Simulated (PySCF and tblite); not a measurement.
Results of a calculation; reference values are marked as such.
System: C4H5NO3Si, numbered as in [O:1]=[C:2]([O:3][SiH3:4])[c:5]1[cH:6][cH:7][o:8][n:9]1.

For the shift of Si4 from O3 to O1: electronic barrier 14.69 kcal/mol, zero-point change 0.25 kcal/mol, thermal and entropy terms at 298.15 K a further 0.68 kcal/mol (symmetry numbers apart). The minimum is Cs, the saddle C1. Level: PBE0/pcSseg-1 + D3(BJ) on PBE0-D3(BJ)/def2-SVP stationary points, with GFN2-xTB thermal terms. Rate constants are transition-state-theory values, counting equivalent paths, without tunnelling. Run with tblite and PySCF.

**Question.** How many equivalent paths lead out of the minimum?

**Answer.** 2: the symmetry number of the minimum is 1, that of the saddle displaced along its mode 1, and the displaced saddle is chiral while the minimum is not, which doubles the count.

**Question.** Work out the rate at 298.15 K.

**Answer.** ΔG‡ = 15.62 kcal/mol; k_B T/h = 6.2×10¹² s⁻¹; exp(−ΔG‡/RT) = 3.6×10⁻¹²; times 2 gives k = 44 s⁻¹. Wigner's tunnelling factor for the 323i cm⁻¹ mode would be 1.10.
